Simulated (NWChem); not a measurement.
System: 1,1,1,3,3-pentafluoropropane (C3H3F5); SMILES FC(F)(F)CC(F)F

Here is an NWChem input.

```
start job
memory heap 200 mb stack 900 mb global 1100 mb
geometry units angstroms
  F      2.492278    -0.857435    -0.001047
  C      1.416119    -0.060801     0.182350
  F      1.696241     1.106135    -0.431557
  C      0.184488    -0.721126    -0.436152
  C     -1.103331    -0.067929     0.036184
  F     -1.212996     1.206230    -0.342610
  F     -2.175208    -0.711556    -0.440201
  F     -1.205849    -0.084730     1.374548
  H      1.315247     0.131741     1.262092
  H      0.238980    -0.646518    -1.524929
  H      0.163983    -1.772892    -0.143453
end
basis spherical
  * library def2-svp
end
dft
  xc xpbe96 cpbe96
  disp vdw 4
  iterations 150
end
driver
  maxiter 120
end
task dft optimize
task dft freq
```

The level has its own optimisation; frequencies are unscaled. Brackets give each atom's bonded neighbours.

**Question.** What results follow from this input? (PBE-D3(BJ)/def2-SVP.) Quantities: r C–F [C(CFFH)–F(C)] (Å); r C–C [C(CCHH)–C(CFFH)] (Å); r C–H [C(CFFH)–H(C)] (Å); r C–C [C(CCHH)–C(CFFF)] (Å); highest harmonic frequency (cm⁻¹); lowest (cm⁻¹); zero-point energy (kcal/mol); dipole (D).

**Answer.** 
* **r C–F [C(CFFH)–F(C)] (Å)**: 1.366
* **r C–C [C(CCHH)–C(CFFH)] (Å)**: 1.521
* **r C–H [C(CFFH)–H(C)] (Å)**: 1.114
* **r C–C [C(CCHH)–C(CFFF)] (Å)**: 1.518
* **highest harmonic frequency (cm⁻¹)**: 3094
* **lowest (cm⁻¹)**: 44
* **zero-point energy (kcal/mol)**: 40.5
* **dipole (D)**: 1.38
